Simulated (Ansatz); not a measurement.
Relaxation of Al2Cl2H2 (6 atoms, charge 0, multiplicity 1), to a largest force component of 0.015 eV/Å in at most 40 steps.

Theory: RKS B3LYP-D4/def2-SVP (Ansatz).

```xyz
6
Properties=species:S:1:pos:R:3
Al -0.722 0.981 -0.397
Al 0.636 -0.884 0.339
Cl 0.864 -2.631 -0.954
Cl 1.593 -0.877 2.333
H -1.500 0.961 -1.845
H -0.944 2.322 0.528
```

Question: Where does it end, and by what steps?

Answer: The forces met the threshold. After 3 steps the energy has fallen by 0.246 eV; Cl3 moved furthest, 0.13 Å.

```tsv
step	energy less start (eV)	largest force component (eV/Å)	accepted
0	0.0000	1.645	yes
1	-0.2398	0.282	yes
2	-0.2457	0.025	yes
3	-0.2459	0.009	yes
```

```xyz
6
Properties=species:S:1:pos:R:3
Al -0.788 1.062 -0.424
Al 0.649 -0.926 0.360
Cl 0.937 -2.645 -0.842
Cl 1.606 -0.971 2.248
H -1.514 1.008 -1.835
H -0.963 2.344 0.497
```

Whether the end is a true minimum wasn't checked by a vibrational analysis.

Time of the run: 25 s on 1 CPU thread of a shared host.
